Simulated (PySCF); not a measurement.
All values below come from PySCF 2.14.0 with PBE-D3(BJ)/def2-TZVP // BP86-D3(BJ)/def2-SVP. All species are isolated molecules in the gas phase. One relaxed conformer stands for a flexible species; it need not be the lowest. 

Reference species: [Hf(H)3(SH)] (neutral, multiplicity 1).

- coordination number: 4
- charge on the central atom (Mulliken): 0.69 e
- HOMO: -6.91 eV
- HOMO–LUMO gap: 3.86 eV

Changed species: [Hf(H)4] (0 of 4 H replaced by SH; the reference has 1 of 4 H replaced by SH).

Give the shifts of the coordination number, charge on the central atom (Mulliken), HOMO and HOMO–LUMO gap.

the coordination number is nearly the same; the charge on the central atom (Mulliken) is nearly the same; the HOMO decreases by 0.21 eV, to -7.12 eV; the HOMO–LUMO gap increases by 0.17 eV, to 4.03 eV.
